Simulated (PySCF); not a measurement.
SMILES C=P(C)(C)C1CC1, C6H13P

Molfile (atoms numbered from 1):
```
C6H13P
     RDKit          3D

 20 20  0  0  0  0  0  0  0  0999 V2000
   -1.1206   -1.2718    1.3116 C   0  0  0  0  0  0  0  0  0  0  0  0
   -0.6656   -0.1545    0.1157 P   0  0  0  0  0  5  0  0  0  0  0  0
   -1.4887    1.4389    0.4495 C   0  0  0  0  0  0  0  0  0  0  0  0
   -1.3267   -0.7062   -1.4925 C   0  0  0  0  0  0  0  0  0  0  0  0
    1.0229    0.4540   -0.4158 C   0  0  0  0  0  0  0  0  0  0  0  0
    2.0395    0.5435    0.6828 C   0  0  0  0  0  0  0  0  0  0  0  0
    2.1230   -0.5599   -0.3162 C   0  0  0  0  0  0  0  0  0  0  0  0
   -0.7299   -2.2653    1.0996 H   0  0  0  0  0  0  0  0  0  0  0  0
   -0.8296   -0.9346    2.3048 H   0  0  0  0  0  0  0  0  0  0  0  0
   -1.0629    1.8738    1.3525 H   0  0  0  0  0  0  0  0  0  0  0  0
   -2.5460    1.2401    0.6153 H   0  0  0  0  0  0  0  0  0  0  0  0
   -1.3557    2.1303   -0.3812 H   0  0  0  0  0  0  0  0  0  0  0  0
   -2.3810   -0.9408   -1.3573 H   0  0  0  0  0  0  0  0  0  0  0  0
   -0.7990   -1.6073   -1.8014 H   0  0  0  0  0  0  0  0  0  0  0  0
   -1.2016    0.0633   -2.2526 H   0  0  0  0  0  0  0  0  0  0  0  0
    1.0724    1.1826   -1.2162 H   0  0  0  0  0  0  0  0  0  0  0  0
    2.7711    1.3370    0.6534 H   0  0  0  0  0  0  0  0  0  0  0  0
    1.7102    0.2879    1.6823 H   0  0  0  0  0  0  0  0  0  0  0  0
    2.9135   -0.5462   -1.0516 H   0  0  0  0  0  0  0  0  0  0  0  0
    1.8493   -1.5542    0.0143 H   0  0  0  0  0  0  0  0  0  0  0  0
  1  2  2  0
  2  3  1  0
  2  4  1  0
  2  5  1  0
  5  6  1  0
  6  7  1  0
  7  5  1  0
  1  8  1  0
  1  9  1  0
  3 10  1  0
  3 11  1  0
  3 12  1  0
  4 13  1  0
  4 14  1  0
  4 15  1  0
  5 16  1  0
  6 17  1  0
  6 18  1  0
  7 19  1  0
  7 20  1  0
M  END
```

Computed with GIAO KT1/3-21G magnetisability, non-relativistic, IEF-PCM methanol (PySCF). Geometry: GFN2-xTB.

Q: What are the magnetisability and the molar susceptibility?

A: Isotropic -1722 × 10⁻³⁰ J/T², or -103.7 × 10⁻⁶ cm³/mol; principal values -1797, -1704, -1664 × 10⁻³⁰ J/T², anisotropy 118 × 10⁻³⁰ J/T² (root of half the summed squared differences of the principal values). The susceptibility is in cgs units.

Q: Split it along the inertial axes a, b, c into diamagnetic and paramagnetic parts about the centre of mass, with the quadrupole moment.

A: 
```
axis  χ (10⁻⁶ cm³/mol)  diamagnetic (10⁻⁶ cm³/mol)  paramagnetic (10⁻⁶ cm³/mol)  summed x² of all electrons (Å²)  quadrupole Θ (D Å)
   a            -102.9                      -557.5                        454.6                            150.3               -4.01
   b            -102.6                      -899.9                        797.3                             69.6               +5.67
   c            -105.5                      -933.1                        827.7                             61.8               -1.65
```
Anisotropies 2χaa − χbb − χcc = +2.2 and 2χbb − χaa − χcc = +3.1 × 10⁻⁶ cm³/mol. Θ is traceless in Buckingham's convention.
